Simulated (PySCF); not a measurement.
A structure optimised at PBE-D3(BJ)/def2-SVP, used in a PySCF frequency run:

```xyz
10

O      0.0775    -1.0405    -2.1651
C      0.1773    -0.6327    -1.0136
Si     1.7947     0.3466    -0.5340
F      1.8770     0.4537     1.1037
Si    -1.2634    -0.8818     0.2904
Cl    -1.6127     1.0248     1.0602
H      1.7441     1.7218    -1.1310
H      2.9787    -0.4242    -1.0351
H     -2.4986    -1.3986    -0.3830
H     -0.8251    -1.7902     1.4041
```

Task: Write its SMILES and formula.

Result: O=C([SiH2]F)[SiH2]Cl, CH4ClFOSi2

Task: What are its rotational constants (standard atomic weights)?

Result: 2.1631, 1.3240, 0.94270 GHz
